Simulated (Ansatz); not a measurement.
BF3H3P (`[BH3-][P+](F)(F)F`), relaxed with RKS PBE0-D4/def2-TZVP in Ansatz 0.2.0 from a GFN2-xTB geometry. The force threshold is 0.005 eV/Å; the program also tests the step.

The species carries charge 0 and has multiplicity 1.

Start:

```xyz
8

B    -0.149   -1.050   -0.410
P     0.097    0.677    0.265
F    -0.809    1.893   -0.198
F    -0.036    0.999    1.811
F     1.464    1.460    0.087
H    -1.256   -1.334   -0.109
H     0.675   -1.702    0.130
H     0.016   -0.942   -1.575
```

```
step  energy (eV)  largest force (eV/Å)  largest move (Å)
   1  -18159.2526                 3.199             0.000
   2  -18159.4500                 2.041             0.069
   3  -18159.5361                 0.147             0.039
   4  -18159.5375                 0.016             0.006
   5  -18159.5375                 0.015             0.001
   6  -18159.5375                 0.004             0.000
```

End:

```xyz
8

B    -0.142   -1.002   -0.391
P     0.098    0.693    0.271
F    -0.838    1.804   -0.246
F    -0.053    0.896    1.792
F     1.468    1.364    0.042
H    -1.277   -1.259   -0.069
H     0.710   -1.639    0.179
H     0.033   -0.856   -1.577
```

Hardware: 4 threads of an Arm Neoverse V2 on a shared host. Wall time 12 s, peak host memory 0.4 GiB.
